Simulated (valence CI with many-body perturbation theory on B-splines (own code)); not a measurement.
# Tl IX: calculated level list

Method: relativistic CI+MBPT: five valence electrons over a frozen Dirac-Fock core [Xe] 4f14, a basis of 7 s, 7 p, 8 d, 6 f, 4 g, 1 h functions for each j, with the one-electron correlation potential Σ1, the two-electron term Σ2, the three-electron term Σ3, Breit, model QED; selected CI, second order for the rest (own B-spline code, finite nucleus).

No measured levels were compared; by estimate terms of the open shell hold to 2 to 4 % of their energy, and close levels can change places; different configurations can be misplaced against each other by 1,000 to 8,000 cm⁻¹. Among the levels kept, up to 520 cm⁻¹ of a level comes from second order outside the variational space, and about a tenth of that is noise between levels of different J, which matters for small intervals. Only levels of the ground parity were solved; by the run's estimate the other parity begins above the list, which can be wrong where configurations are misplaced.

Levels 1 to 32 of 32, with energies above the lowest level, (5d3/2^4 5d5/2) J=5/2 [a]. "Leading %" is the weight of the configuration and term that name the level; weights of strongly mixed levels are sums over their largest components and can fall short. In the jj column 3d3/2^4 stands for four electrons in 3d with j = 3/2. Lifetimes count E1, E2, E3, M1 and M2 decay at the calculated energies, and are blank where another channel may lead or the interval is too uncertain; long ones can be off by a factor of two.

| No. | Configuration | Term | J | E (cm⁻¹) | Leading % | Lifetime | g | Leading jj |
| --- | --- | --- | --- | --- | --- | --- | --- | --- |
| 1 | 5d5 | 6S | 5/2 | 0.0 | 64 |  | 1.806 | 5d3/2^4 5d5/2 (43 %) |
| 2 | 5d5 | 4G | 5/2 | 19581 | 25 | 7.23 ms | 1.099 | 5d3/2^4 5d5/2 (49 %) |
| 3 | 5d5 | 4G | 7/2 | 30853 | 50 | 15.7 ms | 1.127 | 5d3/2^3 5d5/2^2 (92 %) |
| 4 | 5d5 | 4D | 3/2 | 32147 | 46 | 3.39 ms | 1.299 | 5d3/2^3 5d5/2^2 (91 %) |
| 5 | 5d5 | 4G | 11/2 | 33343 | 59 |  | 1.178 | 5d3/2^3 5d5/2^2 (86 %) |
| 6 | 5d5 | 4D | 5/2 | 35858 | 34 | 6.10 ms | 1.103 | 5d3/2^3 5d5/2^2 (57 %) |
| 7 | 5d5 | 4G | 9/2 | 35861 | 65 | 329 ms | 1.164 | 5d3/2^3 5d5/2^2 (72 %) |
| 8 | 5d5 | 4P | 1/2 | 38811 | 56 | 80.6 ms | 1.746 | 5d3/2^3 5d5/2^2 (66 %) |
| 9 | 5d5 | 4D | 7/2 | 44732 | 33 | 16.9 ms | 1.196 | 5d3/2^3 5d5/2^2 (56 %) |
| 10 | 5d5 | 2D | 5/2 | 47158 | 37 | 2.74 ms | 1.232 | 5d3/2^3 5d5/2^2 (48 %) |
| 11 | 5d5 | 4D | 7/2 | 51635 | 29 | 8.27 ms | 1.170 | 5d3/2^2 5d5/2^3 (62 %) |
| 12 | 5d5 | 2I | 11/2 | 52498 | 62 | 7.89 ms | 1.040 | 5d3/2^2 5d5/2^3 (88 %) |
| 13 | 5d5 | 2D | 3/2 | 54177 | 49 | 10.5 ms | 0.893 | 5d3/2^3 5d5/2^2 (47 %) |
| 14 | 5d5 | 4D | 1/2 | 54547 | 68 | 4.68 ms | 0.791 | 5d3/2^2 5d5/2^3 (88 %) |
| 15 | 5d5 | 2G | 9/2 | 55638 | 47 | 8.58 ms | 1.151 | 5d3/2^2 5d5/2^3 (73 %) |
| 16 | 5d5 | 4P | 3/2 | 57704 | 47 | 1.72 ms | 1.117 | 5d3/2^2 5d5/2^3 (86 %) |
| 17 | 5d5 | 2I | 13/2 | 58448 | 99 | 36.9 ms | 1.076 | 5d3/2^2 5d5/2^3 (99 %) |
| 18 | 5d5 | 2F | 5/2 | 60502 | 38 | 3.10 ms | 1.010 | 5d3/2^2 5d5/2^3 (79 %) |
| 19 | 5d5 | 2H | 9/2 | 67397 | 51 | 2.32 ms | 1.109 | 5d3/2^2 5d5/2^3 (98 %) |
| 20 | 5d5 | 2G | 7/2 | 68957 | 59 | 10.3 ms | 0.998 | 5d3/2^2 5d5/2^3 (95 %) |
| 21 | 5d5 | 4F | 5/2 | 69679 | 49 | 2.35 ms | 1.041 | 5d3/2^2 5d5/2^3 (80 %) |
| 22 | 5d5 | 2D | 3/2 | 74376 | 74 | 5.31 ms | 0.781 | 5d3/2^2 5d5/2^3 (48 %) |
| 23 | 5d5 | 2F | 5/2 | 75375 | 34 | 1.14 ms | 1.187 | 5d3/2 5d5/2^4 (67 %) |
| 24 | 5d5 | 2F | 7/2 | 76728 | 55 | 3.26 ms | 1.073 | 5d3/2^2 5d5/2^3 (72 %) |
| 25 | 5d5 | 2S | 1/2 | 77679 | 64 | 2.41 ms | 1.905 | 5d3/2^2 5d5/2^3 (47 %) |
| 26 | 5d5 | 4F | 7/2 | 83422 | 39 | 1.59 ms | 1.194 | 5d3/2 5d5/2^4 (90 %) |
| 27 | 5d5 | 2G | 9/2 | 83514 | 52 | 4.52 ms | 1.099 | 5d3/2^2 5d5/2^3 (59 %) |
| 28 | 5d5 | 2H | 11/2 | 86537 | 65 | 1.62 ms | 1.068 | 5d3/2 5d5/2^4 (95 %) |
| 29 | 5d5 | 2D | 3/2 | 89707 | 66 | 1.18 ms | 0.859 | 5d3/2 5d5/2^4 (68 %) |
| 30 | 5d5 | 2D | 5/2 | 95670 | 67 | 1.36 ms | 1.125 | 5d3/2 5d5/2^4 (78 %) |
| 31 | 5d5 | 2G | 9/2 | 98062 | 87 | 2.43 ms | 1.111 | 5d3/2 5d5/2^4 (55 %) |
| 32 | 5d5 | 2D | 5/2 | 100420 | 51 | 1.73 ms | 1.096 | 5d5/2^5 (46 %) |

The ionisation energy to 5d4 5D_0 of the next ion comes out as 136.45 eV (NIST: 135 ± 2.2 eV (theoretical)). All 32 levels together are meant to be complete up to 101850 cm⁻¹.
